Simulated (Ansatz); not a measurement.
Two isomers of ClH5OSiSn: A = `[OH][SnH2][SiH2]Cl`, B = `[SiH3][O][SnH2][Cl]`.

Computed with Ansatz on PBE0-D4/def2-TZVP structures; ΔE is electronic, products minus reactants. CCSD(T)/CBS adds triple-zeta CCSD(T) − MP2 to the extrapolated MP2 energy (def2 sets, frozen cores). Functionals use def2-TZVPP. B3LYP here is the variant with VWN-RPA as its local correlation; programs differ in this. def2 core potentials past Kr. For Sn outer-core shells are correlated without core-valence functions, which leaves a few kJ/mol of doubt a bond. One conformer a species, not always the lowest.

(1) Which is lower in electronic energy at CCSD(T)/CBS, and by how much? (An estimate is asked.)

(2) Give E(B) − E(A) in kJ/mol with HF/def2-TZVPP, CCSD(T)/def2-TZVPP, PBE0-D4, B3LYP, CCSD/def2-TZVPP, ωB97M-V, B3LYP-D4. (Best estimate.)

Largest T1 diagnostic: 0.013.

Results:

(1) Ansatz gave: B, by 92.8 kJ/mol.

(2) Computed: HF/def2-TZVPP -123.3, CCSD(T)/def2-TZVPP -93.7, PBE0-D4 -75.3, B3LYP -89.7, CCSD/def2-TZVPP -96.7, ωB97M-V -91.1, B3LYP-D4 -91.0. None reverses the order clearly.

From PBE to PBE0 (25 % exact exchange), in def2-TZVPP and without D4, E(B) − E(A) moves by −9.2 kJ/mol. In def2-TZVPP, CCSD(T) changes the Hartree–Fock value by +29.6 kJ/mol (the triples alone add +3.0 kJ/mol) and MP2 by +28.1 kJ/mol.
